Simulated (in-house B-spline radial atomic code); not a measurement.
# Ionising Pd V (Pd4+) with different functionals

Computed with an all-electron radial atomic-structure program (B-spline basis): non-relativistic Hamiltonian, point nucleus, spin-polarised at highest spin, spherical fractional occupations for the functionals, and exact exchange of hybrids averaged over the configuration. The ionisation energy is the difference of two self-consistent energies, [Kr] 4d6 → [Kr] 4d5, without Breit or QED terms; ε is the level of the shell that loses the electron (its least bound occupied spin orbital). There is no spin-orbit coupling in this Hamiltonian.

| method | rung | ΔSCF (eV) | -ε(4d) (eV) |
| --- | --- | --- | --- |
| PBE0 | global hybrid | 63.65 | 58.02 |
| B3LYP | global hybrid | 63.89 | 57.74 |
| TPSSh | global hybrid | 63.52 | 56.52 |
| M06-2X | global hybrid | 64.38 | 61.14 |
| BHandHLYP | global hybrid | 63.55 | 60.13 |
| r2SCAN0 | global hybrid | 63.06 | 57.61 |
| B97-1 | global hybrid | 63.94 | 57.86 |
| HSE06 | range-separated hybrid | 63.61 | 57.57 |
| wB97X | range-separated hybrid | 63.70 | 60.71 |
| CAM-B3LYP | range-separated hybrid | 63.86 | 59.68 |
| LC-wPBE | range-separated hybrid | 63.76 | 61.00 |

Problem. Among the functionals, which spreads more, the ΔSCF values or the orbital energies?

Solution. The orbital energies: ΔSCF values span about 1.33 eV and the orbital energies 4.62 eV.

Problem. How do they compare with the NIST value?

Solution. NIST lists 61 eV ± 1.9 (tabulated theory, ground level to ground level). Errors run from +2.06 to +3.38 eV; all lie within about twice that uncertainty, so the table can't rank the methods.
